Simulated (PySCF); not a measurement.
Isomers of C5H6FNSi, mass 127.025 u with the commonest isotopes. Method: B3LYP/def2-SVPD in PySCF (dipole) on a GFN2-xTB geometry, gas phase. One conformer each, none proved a minimum here; rigid rotors.

Question: Order these by rotational constant A, smallest first.
A. `N#CC1=CC[Si@H](F)C1`
B. `[CH2:1]=[CH:2]/[C:3](=[CH:4]/[C:5]#[N:6])[SiH2:7][F:8]` with C1–C2–C3–C4 173°, C2–C3–Si7–F8 -45°
C. `N#CC1=CC[SiH2][C@H]1F`
D. `[CH2:1]=[C:2](/[CH:3]=[CH:4]/[C:5]#[N:6])[SiH2:7][F:8]` with C1–C2–C3–C4 180°, C1–C2–Si7–F8 -127°
E. `C([C@@H]1[SiH2]/C(=C/F)C1)#N`
F. `[CH2:1]=[C:2]([F:3])/[CH:4]=[CH:5]\[SiH2:6][C:7]#[N:8]` with C1–C2–C4–C5 180°, C4–C5–Si6–C7 179°

Answer: B (2505 MHz), D (2799 MHz), C (2997 MHz), E (3340 MHz), A (4173 MHz), F (6037 MHz).

Question: Order these by rotational constant B, smallest first.
A. `N#C[C@H]1C/C(=C\F)[SiH2]1`
B. `N#CC1=CC[SiH2][C@H]1F`
C. `[CH2:1]=[C:2](/[CH:3]=[CH:4]/[C:5]#[N:6])[SiH2:7][F:8]` with C1–C2–C3–C4 180°, C1–C2–Si7–F8 -127°
D. `[CH2:1]=[CH:2]/[C:3](=[CH:4]/[C:5]#[N:6])[SiH2:7][F:8]` with C1–C2–C3–C4 173°, C2–C3–Si7–F8 -45°
E. `[CH2:1]=[C:2]([F:3])/[CH:4]=[CH:5]\[SiH2:6][C:7]#[N:8]` with C1–C2–C4–C5 180°, C4–C5–Si6–C7 179°

Answer: E (772.5 MHz), C (941.6 MHz), A (990.6 MHz), D (1221 MHz), B (1335 MHz).

Question: Order these by out-of-plane moment Σ m c² = (Ia + Ib − Ic)/2, smallest first.
A. `[CH2:1]=[C:2]([F:3])/[CH:4]=[CH:5]\[SiH2:6][C:7]#[N:8]` with C1–C2–C4–C5 180°, C4–C5–Si6–C7 179°
B. `[CH2:1]=[CH:2]/[C:3](=[CH:4]/[C:5]#[N:6])[SiH2:7][F:8]` with C1–C2–C3–C4 173°, C2–C3–Si7–F8 -45°
C. `C1[SiH2][C@@H](F)C(=C1)C#N`
D. `[CH2:1]=[C:2](/[CH:3]=[CH:4]/[C:5]#[N:6])[SiH2:7][F:8]` with C1–C2–C3–C4 180°, C1–C2–Si7–F8 -127°
E. `C(#N)[C@@H]1[SiH2]/C(C1)=C/F`

Answer: A (3.08 u·Å²), B (14.48 u·Å²), D (16.36 u·Å²), C (19.25 u·Å²), E (24.78 u·Å²).

```tsv
SMILES	point group	Ia (u·Å²)	Ib (u·Å²)	Ic (u·Å²)	κ	μa (D)	μb (D)	μc (D)
N#C[C@H]1C/C(=C\F)[SiH2]1	C1	151.29	510.20	611.93	-0.87	2.78	2.89	1.73
C=C(/C=C/C#N)[SiH2]F	C1	180.54	536.73	684.55	-0.80	4.65	2.43	0.90
N#CC1=CC[Si@H](F)C1	C1	121.11	502.63	574.03	-0.92	3.25	1.82	1.42
C=C(F)/C=C\[SiH2]C#N	–	83.71	654.20	731.76	-0.97	5.23	0.62	0.04
C=C/C(=C/C#N)[SiH2]F	C1	201.77	413.80	586.63	-0.56	2.74	2.67	0.69
N#CC1=CC[SiH2][C@H]1F	C1	168.64	378.48	508.62	-0.66	5.09	2.38	0.59
```
